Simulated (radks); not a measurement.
Results of a calculation; reference values are marked as such.
Spherical quantum dot in the effective-mass picture: electrons in a parabolic well V = omega^2 r^2 / 2 with omega = 2.98, all in effective atomic units (hartree* = m*/eps^2 hartree, bohr* = eps/m* bohr), one dielectric constant everywhere. Level of theory: non-relativistic Kohn-Sham, r2SCAN, spin-polarised, spherical densities, generalised Kohn-Sham scheme (a radial shooting solver with Libxc functionals). Levels are named by radial order and angular momentum (1s, 1p, 1d, 2s, ...), and open shells are averaged over m. Results are scaled to m* = 0.121 and eps = 5.3, for which hartree* = 117.2 meV and bohr* = 2.318 nm.

N = 5, configuration 1s2 1p(up 3, down 0). This is the lowest configuration that the search found. Occupied and some empty levels:

| level | occupation | eigenvalue (meV) | <r> (nm) |
|---|---|---|---|
| 1s up | 1 | 1055.8 | 1.690 |
| 1s down | 1 | 1094.9 | 1.660 |
| 1p up | 3 | 1347.7 | 2.167 |
| 1p down | 0 | 1394.3 | 2.164 |
| 1d up | 0 | 1663.8 | 2.545 |
| 2s up | 0 | 1699.0 | 2.338 |
| 1d down | 0 | 1710.1 | 2.545 |
| 2s down | 0 | 1727.6 | 2.327 |
| 1f up | 0 | 1994.7 | 2.870 |
| 1f down | 0 | 2041.3 | 2.863 |

Energy (meV): total 4809.10, kinetic 1579.9, external 2134.2, Hartree 1544.7, exchange-correlation -449.62.

Electron density:

| r (nm) | n(r) (e/nm^3) |
|---|---|
| 0.0840 | 0.1035 |
| 0.401 | 0.1045 |
| 0.717 | 0.1049 |
| 1.03 | 0.1012 |
| 1.35 | 0.09079 |
| 1.67 | 0.07408 |
| 1.98 | 0.05409 |
| 2.30 | 0.03504 |
| 2.62 | 0.02003 |
| 2.93 | 0.01014 |
| 3.25 | 0.004502 |
| 3.56 | 0.001773 |
| 3.88 | 0.0006113 |
| 4.20 | 0.0001879 |
